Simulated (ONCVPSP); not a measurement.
# Before and after: ONCV potential for O (Z = 8)

```json
{"Element": "O (Z = 8)", "Generator": "ONCVPSP 4.0.1", "Type": "optimised norm-conserving Vanderbilt (ONCV)", "Functional": "PBE", "Relativity": "scalar-relativistic", "Frozen core": "[He]", "Valence charge": "6", "Reference configuration": "2s2 2p4", "Partial waves": "2s: rc 0.90 bohr, ncon 4, nbas 7, qcut 6.1 1/bohr, 2 projectors, debl 1.2 Ha; 2p: rc 1.25 bohr, ncon 4, nbas 8, qcut 12.1 1/bohr, 2 projectors, debl 1.5 Ha; d scattering state at 0.03 Ha: rc 1.05 bohr, ncon 3, nbas 6, qcut 9.5 1/bohr, 1 projector", "Local potential": "polynomial inside 0.60 bohr (lpopt 4, dvloc0 0 Ha)", "Core correction": "Teter function, fcfact 5.5, rcfact 1.6"}
```

Change: s: qcut 4.2.

Cutoffs: the cutoffs (Ha) at which the residual kinetic energy of the hardest occupied pseudo-wave falls to 1 and 0.1 mHa per electron; they do not see the model core or the augmentation charge, which bear on the density cutoff. Errors are all-electron minus pseudo energies relative to the spin-unpolarised reference configuration.

Problem. How do hardness, ghosts and transferability respond?

Solution. The potential gets neither clearly harder nor softer (122 Ha and 152 Ha → 133 Ha and 158 Ha); a bound ghost appears in s, which as a rule spoils a file; the errors of the 4 common tests hardly move.

```csv
quantity,base,changed
"cutoff, loose",122 Ha,133 Ha
"cutoff, tight",152 Ha,158 Ha
loose cutoff by channel,"s 122 Ha, p 44 Ha","s 133 Ha, p 44 Ha"
bound ghosts,none,s
GHOST(+) flags under 300 eV,none,none
"error for 2s2 2p3, meV [ΔE 16.43 eV]",+7.6,+8.1
"error for 2s2 2p2, meV [ΔE 50.02 eV]",+70,+74
"error for 2s2 2p1, meV [ΔE 103.89 eV]",+291,+305
"error for 2s1 2p5, meV [ΔE 14.95 eV]",+14,+16
s: phases at 0.91 bohr within 0.05 rad from the reference energy up to (Ha; the scan ends near 5),to the end of the scan,to the end of the scan
p: phases at 1.27 bohr within 0.05 rad from the reference energy up to (Ha; the scan ends near 5),to the end of the scan,to the end of the scan
d: phases at 1.06 bohr within 0.05 rad from the reference energy up to (Ha; the scan ends near 5),to the end of the scan,to the end of the scan
"rms error of d²Exc/dni dnj with the model core, mHa",1.03,1.11
```

 A true bound ghost makes a file unfit for plane-wave use even where its test errors are small: the radial tests pick states by their node count and pass the ghost by.
